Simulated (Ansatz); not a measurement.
Geometry optimisation, Ansatz 0.2.0, RKS PBE/def2-SVP.

input.yaml

```yaml
crystal:
  periodic: [false, false, false]
  atoms:
    - { symbol: B, position_ang: [-1.7275, -0.5675, -0.1174] }
    - { symbol: C, position_ang: [-0.2367, -0.8138, 0.1664] }
    - { symbol: B, position_ang: [0.4042, -1.3622, -1.1873] }
    - { symbol: "N", position_ang: [-0.0395, -1.8044, 1.2257] }
    - { symbol: Si, position_ang: [0.6202, 0.787, 0.6603] }
    - { symbol: C, position_ang: [0.4895, 2.1207, -0.6515] }
    - { symbol: H, position_ang: [-2.5924, -1.0764, 0.4885] }
    - { symbol: H, position_ang: [-2.054, 0.2586, -0.9808] }
    - { symbol: H, position_ang: [0.4291, -0.6986, -2.12] }
    - { symbol: H, position_ang: [0.944, -2.4308, -1.1723] }
    - { symbol: H, position_ang: [-0.5463, -1.4429, 2.1335] }
    - { symbol: H, position_ang: [0.9177, -1.9806, 1.4523] }
    - { symbol: H, position_ang: [-0.0543, 1.3265, 1.8941] }
    - { symbol: H, position_ang: [2.0126, 0.5347, 0.9629] }
    - { symbol: H, position_ang: [0.9712, 1.7279, -1.5768] }
    - { symbol: H, position_ang: [1.009, 3.0604, -0.2873] }
    - { symbol: H, position_ang: [-0.5658, 2.3608, -0.8501] }
basis:
  gaussian: { orbitals: def2-SVP }
hamiltonian:
  xc: pbe
relax:
  f_tol: 0.015
  max_steps: 40
```

Launched with:

```bash
$ ansatz run input.yaml --threads 2 --pin off --max-ram 3072MiB --backend cpu --events-out ev --progress --plain --runs-dir out
```

Question: Where does it end, and by what steps?

Answer: The forces met the threshold. After 12 steps the energy has fallen by 0.639 eV; H10 moved furthest, 0.28 Å.

| step | energy less start (eV) | largest force component (eV/Å) | accepted |
| --- | --- | --- | --- |
| 0 | 0.0000 | 2.542 | yes |
| 1 | -0.4955 | 1.392 | yes |
| 2 | -0.5721 | 0.767 | yes |
| 3 | -0.5764 | 0.749 | yes |
| 4 | -0.6255 | 0.155 | yes |
| 5 | -0.6296 | 0.100 | yes |
| 6 | -0.5926 | 0.584 | no |
| 7 | -0.6355 | 0.042 | yes |
| 8 | -0.6376 | 0.073 | yes |
| 9 | -0.6389 | 0.067 | yes |
| 10 | -0.6384 | 0.086 | no |
| 11 | -0.6392 | 0.025 | yes |
| 12 | -0.6394 | 0.009 | yes |

```xyz
17
Properties=species:S:1:pos:R:3
B -1.717 -0.536 -0.091
C -0.307 -1.059 0.222
B 0.436 -1.322 -1.096
N -0.052 -1.837 1.379
Si 0.523 0.749 0.509
C 0.486 2.170 -0.735
H -2.664 -0.898 0.588
H -1.896 0.260 -0.991
H 0.310 -0.567 -2.039
H 1.185 -2.282 -1.191
H -0.530 -1.558 2.237
H 0.917 -2.118 1.541
H -0.119 1.185 1.803
H 1.952 0.399 0.847
H 1.014 1.904 -1.671
H 0.995 3.047 -0.283
H -0.552 2.461 -0.987
```

Run time: 44 s on 2 threads of Arm Neoverse V2 (shared host), peak memory 0.2 GiB.
